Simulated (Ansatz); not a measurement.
`[NH2][AlH][SiH2][SiH2]Cl` + `N=CO` → `O/C=N/[SiH2]Cl` + `[NH2][AlH][SiH3]`  (cleavage of the Si–Si bond)

Computed with Ansatz on PBE0-D4/def2-TZVP structures; ΔE is electronic, products minus reactants. CBS: MP2 limit from def2 TZ/QZ plus the TZ coupled-cluster correction, frozen cores. This one scheme is used for every species. Functionals use def2-TZVPP. B3LYP here is the variant with VWN-RPA as its local correlation; programs differ in this. Each species was taken in one conformer, which may not be the lowest.

```csv
level,ΔE (kcal/mol),difference from CCSD(T)/CBS
PBE-D4,-8.3,3.5
r2SCAN-D4,-11.6,0.2
PBE0-D4,-9.3,2.5
ωB97X-V,-12.1,-0.3
ωB97M-V,-13.0,-1.2
B2PLYP,-13.9,-2.1
r2SCAN,-11.9,-0.1
B3LYP,-13.6,-1.8
HF/def2-TZVPP,-17.4,-5.6
MP2/def2-TZVPP,-13.9,-2.1
SCS-MP2/def2-TZVPP,-14.4,-2.6
CCSD/def2-TZVPP,-12.6,-0.8
HF/def2-QZVPP,-17.7,-5.9
HF/CBS(def2),-17.8,-6.0
MP2/CBS(def2),-13.6,-1.8
CCSD/CBS(def2),-12.4,-0.6
CCSD(T)/CBS,-11.8,0
```

Largest T1 diagnostic among the species: 0.014.

In def2-TZVPP, CCSD(T) changes the Hartree–Fock value by +5.4 kcal/mol (the triples alone add +0.6 kcal/mol) and MP2 by +3.6 kcal/mol. The D4 term adds +1.4 kcal/mol with B3LYP and +0.9 kcal/mol with PBE0; it sums over pairs of atoms, weighted by their polarisabilities, and B3LYP, whose exchange is more repulsive, gets the larger term.
